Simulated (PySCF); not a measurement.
Adding and removing an electron: TlSi

PBE; Tl def2-SVPD with ECP60, Si def2-SVPD; scalar-relativistic core potentials (PySCF 2.14). Neutral (UKS): quartet (σ ↑, π ↑↑), Re = 2.710 Å, ωe = 222 cm⁻¹, De = 2.39 eV, HOMO -4.50 eV, LUMO -3.29 eV.

TlSi⁻ (UKS): triplet (π ↑↑), Re = 2.698 Å, ωe = 246 cm⁻¹. The energies at the minima are -461.74302 hartree for TlSi and -461.77905 for TlSi⁻.

Task: Work out the adiabatic electron affinity, without and with harmonic zero-point energies (1 hartree = 27.2114 eV, 1 eV = 8065.5 cm⁻¹), and the change of the bond length.

Result: At PBE: 0.03603 hartree = 0.980 eV between the minima; the zero-point term (222.0 − 246.0)/2 cm⁻¹ = -0.001 eV makes it 0.979 eV. Re changes by -1.2 pm against the neutral. The electron enters a σ orbital, and the small change of length marks it as nearly non-bonding.

Spin–orbit coupling is left out, which matters for elements this heavy, above all for dissociation energies. The highest Kohn–Sham level is positive in this anion. Much of that is self-interaction error, but it also means that the finite basis helps to hold the extra electron. States were picked by a PBE0 search and need not be the measured ground states.
